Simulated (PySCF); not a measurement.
C3H10Si3, SMILES C=C1[SiH2][SiH2][C@H]1[SiH3].

Geometry: B3LYP-D3(BJ)/def2-SVP. The structure was generated by enumeration; whether it is a known compound was not checked.

Level of theory: PySCF 2.14.0 with TDA-PBE/def2-SVPD.

Vertical excitations. The molecule is in vacuum.

```
state  energy (eV)  λ (nm)      f                            main pairs
-----  -----------  ------  -----  ------------------------------------
S1            4.92     252  0.005                      HOMO−1→LUMO 98 %
S2            5.25     236  0.078      HOMO→LUMO 61 %, HOMO−2→LUMO 16 %
S3            5.29     234  0.007                      HOMO→LUMO+1 94 %
S4            5.48     226  0.002    HOMO→LUMO+2 86 %, HOMO−2→LUMO 13 %
S5            5.62     220  0.010    HOMO−2→LUMO 63 %, HOMO→LUMO+2 11 %
S6            5.98     207  0.015  HOMO−3→LUMO 70 %, HOMO−1→LUMO+2 18 %
T1            3.72     333      0                        HOMO→LUMO 95 %
T2            4.58     271      0                      HOMO−1→LUMO 98 %
```
Triplets are in the Tamm–Dancoff approximation.
